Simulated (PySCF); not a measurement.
This PySCF input asks for the NMR shieldings of `[F][Ge-]([F])[F]`, [F₃Ge]-; the geometry comes from PBE0-D3(BJ)/def2-SVP.

```python
import basis_set_exchange as bse
import numpy as np
from pyscf import gto, dft
from pyscf.prop import nmr

atoms = """
Ge   -0.008713    0.005569    0.707346
F     1.547173   -0.030588   -0.213872
F    -0.744308    1.347236   -0.256870
F    -0.794143   -1.322216   -0.236603
"""
names = {"Ge": "pcSseg-2", "F": "pcSseg-1"}
basis = {el: gto.basis.parse(bse.get_basis(n, elements=[el], fmt="nwchem")) for el, n in names.items()}
mol = gto.M(atom=atoms, basis=basis, charge=-1, verbose=0)
mf = dft.RKS(mol, xc="PBE")
mf.grids.level = 2
mf.grids.alignment = dft.numint.BLKSIZE   # the property module wants whole blocks of grid points
mf.conv_tol = 1e-9
mf.kernel()

calc = nmr.RKS(mf)   # GIAO
sigma = calc.kernel()   # uncoupled for a functional without exact exchange
for i, s in enumerate(sigma):   # ppm
    print("%2d %-2s %9.2f" % (i, mol.atom_pure_symbol(i), np.trace(s) / 3))
```

Question: Give the expected output.

Answer: 
```
 0 Ge   1363.43
 1 F     218.15
 2 F     218.26
 3 F     218.26
```

These numbers come from an equivalent density-fitted implementation of the same equations, which agrees with the script to about 0.01 ppm for H and up to a few tenths of a ppm for heavy atoms, so last digits may differ.

Question: Turn these shieldings into chemical shifts. Referencing at the same level of theory: CFCl3 for $^{19}$F (σ = 144.73 ppm).

Answer: Averaging equivalent atoms: F 1/2/3: -73.5 ppm. No reference was computed at this level for Ge. Unscaled 19F shifts against computed CFCl3 carry errors that often reach 10 to 50 ppm.

Relativistic effects, spin–orbit coupling among them, are left out; they matter for Ge and for the light atoms bonded to it.

Size and cost of the density-fitted run: 114 basis functions, 7.2 s wall time on 1 thread of an Arm Neoverse V1, shared host.
